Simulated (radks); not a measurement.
Problem. These are the eigenvalues of the occupied orbitals of an atom or ion with whole-number occupations (Ry). All-electron calculation, Dirac Kohn-Sham, LDA (Slater exchange, Perdew-Wang correlation), spin-unpolarised, spherical densities, point nucleus. Program: a radial shooting solver on a logarithmic mesh with Libxc functionals.

| orbital | eigenvalue |
|---|---|
| 1s1/2 | -2224.726 |
| 2s1/2 | -339.6651 |
| 2p1/2 | -318.0274 |
| 2p3/2 | -299.5449 |
| 3s1/2 | -67.65681 |
| 3p1/2 | -58.79834 |
| 3p3/2 | -55.38879 |
| 3d3/2 | -39.68587 |
| 3d5/2 | -38.97647 |
| 4s1/2 | -12.26824 |
| 4p1/2 | -9.26666 |
| 4p3/2 | -8.62846 |
| 4d3/2 | -3.87495 |
| 4d5/2 | -3.78232 |
| 5s1/2 | -2.19066 |
| 5p1/2 | -1.54568 |
| 5p3/2 | -1.47906 |

Which element is it, and in what charge state? The configuration may be excited. Open shells, if any, are shared by 2j + 1.

Solution. Z = 51, antimony, charge +2: Sb2+ in [Kr] 4d10 5s2 5p1. The list shows which subshells hold electrons but not how many an open one holds; the 1s level, -1112.4 hartree, gives Z - s = 47.2 by -(Z - s)^2/2, which with screening and relativity narrows Z to a few neighbours, and the depths of the outer levels then fix element, charge and occupations together.
